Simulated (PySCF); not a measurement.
## Bond curve of MgSe

Set-up: basis Mg pcseg-1, Se pcseg-1; no relativity; PySCF 2.14. Energies in eV from Mg + Se in their ground configurations at the same level. State: ¹Σ⁺ (singlet), closed shell.

All columns are PBE0. A positive dipole means Mg(−)Se(+).

| R (Å) | E (eV) | μ (D) | Mulliken charge on Mg (basis-dependent) | HOMO (eV) | LUMO (eV) | Mayer bond order | ⟨S²⟩ |
| --- | --- | --- | --- | --- | --- | --- | --- |
| 1.962 | -0.643 | -7.09 | 0.93 | -5.78 | -3.10 | 1.66 | 0.00 |
| 2.054 | -1.154 | -7.31 | 0.87 | -5.64 | -3.22 | 1.68 | 0.00 |
| 2.145 | -1.431 | -7.50 | 0.82 | -5.51 | -3.33 | 1.68 | 0.00 |
| 2.213 | -1.526 | -7.63 | 0.78 | -5.43 | -3.41 | 1.67 | 0.00 |
| 2.282 | -1.550 | -7.73 | 0.76 | -5.36 | -3.49 | 1.64 | 0.00 |
| 2.350 | -1.520 | -7.81 | 0.73 | -5.31 | -3.56 | 1.61 | 0.00 |
| 2.442 | -1.418 | -7.89 | 0.70 | -5.24 | -3.65 | 1.55 | 0.00 |
| 2.556 | -1.228 | -7.96 | 0.66 | -5.19 | -3.75 | 1.46 | 0.00 |
| 2.693 | -0.951 | -7.97 | 0.63 | -5.15 | -3.85 | 1.35 | 0.00 |
| 2.875 | -0.564 | -7.91 | 0.58 | -5.13 | -3.96 | 1.18 | 0.00 |

A fit through these points gives, at Re = 2.275 Å, μ = -7.72 D and dμ/dR = -1.38 D/Å; the reduced mass is 18.45 u.

How strong is the fundamental in the double-harmonic approximation, I = 42.26·(dμ/dR)²/μred km/mol?

I = 42.26·(-1.38)²/18.45 = 4.36 km/mol at PBE0.
